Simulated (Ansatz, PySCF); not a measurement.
Molecule: CH3O2, charge 0, multiplicity 2. It need not be the lowest isomer of its formula. 
Coordinates optimised at B3LYP-D3(BJ)/def2-TZVP (Ansatz, an electronic-structure program):
```
C
O 1 1.3573
H 2 0.9666 1 108.35
O 1 1.3812 2 112.00 3 38.44
H 4 0.9637 1 108.81 2 -167.29
H 1 1.0900 2 111.75 3 172.03
```
Charge 0, spin multiplicity 2.

Total electronic energies in hartree. Valence correlation only, unless marked. UHF or UKS for open shells. No spin-orbit coupling. No relativistic terms. CBS marks a two-point X^-3 extrapolation of the correlation energy; Hartree-Fock from the larger set. [CCSD(T)-MP2]/basis is that difference in the basis named.

| level | program | energy (Eh) |
|---|---|---|
| HF/aug-cc-pVDZ | Ansatz | -189.31808 |
| HF/cc-pVTZ | Ansatz | -189.36040 |
| revPBE/def2-TZVPD | Ansatz | (withheld) |
| M06-L/def2-TZVPD | PySCF | (withheld) |
| PBE0/6-31G* | Ansatz | -190.07002 |
| B2GP-PLYP-D3(BJ)/def2-TZVPD | Ansatz + dftd3 | (withheld) |
| MP2/6-31G* | Ansatz | -189.73674 |
| CCSD/6-31G* | Ansatz | -189.75817 |
| RI-MP2/CBS(cc-pVTZ,cc-pVQZ)+[CCSD(T)-MP2]/cc-pVTZ | Ansatz | -190.1243 |

Fill in the missing entries.


- revPBE/def2-TZVPD, energy (Eh): -190.32094
- M06-L/def2-TZVPD, energy (Eh): -190.33702
- B2GP-PLYP-D3(BJ)/def2-TZVPD, energy (Eh): -190.20648
